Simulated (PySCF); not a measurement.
C6H6O2.
SMILES with atom numbers: `[CH3:1][c:2]1[cH:3][cH:4][cH:5][c:6](=[O:7])[o:8]1` (hydrogens: H9, H10, H11 on C1; H12 on C3; H13 on C4; H14 on C5)

Computed, not measured: PBE0-D3(BJ)/def2-SVP geometry optimisation, gas phase (PySCF 2.14.0).

Question: List the bond lengths and angles at this level.

Answer: 
| bond | length (Å) |
| --- | --- |
| C1–C2 | 1.486 |
| C2–C3 | 1.359 |
| C3–C4 | 1.427 |
| C4–C5 | 1.359 |
| C5–C6 | 1.448 |
| C6=O7 | 1.198 |
| C6–O8 | 1.400 |
| C2–O8 | 1.338 |
| C1–H9, C1–H10, C1–H11 | 1.100 |
| C3–H12 | 1.089 |
| C4–H13 | 1.093 |
| C5–H14 | 1.090 |

Bonds in one row agree within 0.01 Å and their mean is given. A selection of angles:
| angle | degrees |
| --- | --- |
| C1–C2–C3 | 126.4 |
| C1–C2–O8 | 112.5 |
| C3–C2–O8 | 121.1 |
| C2–C3–C4 | 118.2 |
| C3–C4–C5 | 120.8 |
| C4–C5–C6 | 120.9 |
| C5–C6–O7 | 128.0 |
| C5–C6–O8 | 114.4 |
| O7–C6–O8 | 117.5 |
| C2–O8–C6 | 124.5 |

Of the pairs four or more bonds apart, H9···H12 is among the closest relative to their van der Waals radii: 2.49 Å, 104 % of the sum of Bondi's values. The C–C distances run from 1.359 Å (C4–C5, drawn aromatic) to 1.486 Å (C1–C2, drawn single), a spread of 0.127 Å. The 6-membered ring C2–C3–C4–C5–C6–O8 has internal angles of 114.4° to 124.5° (sum 720°, against 720° for a flat polygon); it is planar, 0.00 Å rms from its mean plane, widest ring torsion 0°. The 3 C–O bonds span 1.198 Å (C6=O7, drawn double) to 1.400 Å (C6–O8, drawn aromatic), a spread of 0.202 Å. The 8 heavy atoms lie in one plane (0.003 Å rms).

Stationary, but not proved a minimum.
